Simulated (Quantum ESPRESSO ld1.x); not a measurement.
Hf XL, 33 electrons, occupied as [Ar] 3d10 4s2 4p3. Method: scalar-relativistic Kohn-Sham, LDA (Slater exchange, VWN5 correlation), spin-unpolarised, spherical densities, point nucleus; computed with ld1.x of Quantum ESPRESSO 7.5.

Radial electron density D(r) = 4 pi r^2 rho(r):

r (bohr),D(r) (e/bohr)
0.001126,8.218
0.00127,9.871
0.001432,11.82
0.001615,14.12
0.00182,16.81
0.002053,19.93
0.002314,23.53
0.002609,27.65
0.002942,32.31
0.003317,37.53
0.00374,43.28
0.004217,49.54
0.004754,56.20
0.005361,63.14
0.006044,70.18
0.006815,77.05
0.007684,83.46
0.008663,89.08
0.009768,93.55
0.01101,96.58
0.01242,97.95
0.014,97.62
0.01579,95.76
0.0178,92.86
0.02007,89.67
0.02263,87.20
0.02551,86.53
0.02876,88.58
0.03243,93.81
0.03656,101.9
0.04123,111.8
0.04648,121.3
0.05241,128.1
0.05909,130.0
0.06663,126.1
0.07512,117.3
0.0847,106.6
0.0955,97.76
0.1077,94.43
0.1214,97.66
0.1369,105.1
0.1543,111.5
0.174,111.3
0.1962,101.2
0.2212,82.84
0.2494,61.41
0.2812,43.04
0.3171,31.17
0.3575,25.11
0.4031,21.54
0.4545,17.50
0.5124,12.32
0.5777,7.142
0.6514,3.316
0.7344,1.204
0.8281,0.3340
0.9336,0.06881
1.053,0.01021
1.187,0.001053

D(r) has 3 maxima, at r = 0.0128, 0.0582, 0.163 bohr, and minima at 0.0249, 0.108 bohr, inside which lie 1.92, 11.05 electrons.
